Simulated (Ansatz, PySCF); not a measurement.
Gas-phase reaction in SMILES: O=BB=O + H+ -> O=BB=[OH+]
Structures are relaxed separately at B3LYP-D3(BJ)/def2-TZVP in Ansatz (a quantum-chemistry and plane-wave program), one conformer each, not searched for the lowest.
Geometry of the first species:
SMILES: B(=O)B=O
```xyz
4

O      0.0000     0.0000    -2.0159
B      0.0000     0.0000    -0.8179
B      0.0000     0.0000     0.8179
O      0.0000     0.0000     2.0159
```
Charge 0, spin multiplicity 1.

Property: proton affinity (electronic energy difference), positive where the reaction releases energy, in kcal/mol. Valence correlation only, unless marked. Spin-orbit coupling is left out. No relativistic terms. CBS marks a two-point X^-3 extrapolation of the correlation energy; Hartree-Fock from the larger set.

CCSD(T)/CBS(cc-pVTZ,cc-pVQZ) (Ansatz) gives 157.1 kcal/mol.

Problem. Another calculation gave 157.6 kcal/mol. Which level was it?
A) SVWN5/def2-TZVPD (Ansatz)
B) PBE-QIDH/def2-TZVPD (Ansatz)
C) HF/def2-TZVPD (PySCF)
D) M06-L/def2-TZVPD (PySCF)

Solution. B, PBE-QIDH/def2-TZVPD (Ansatz). The others give 164.2 (HF), 152.2 (SVWN5), 160.8 (M06-L) kcal/mol.
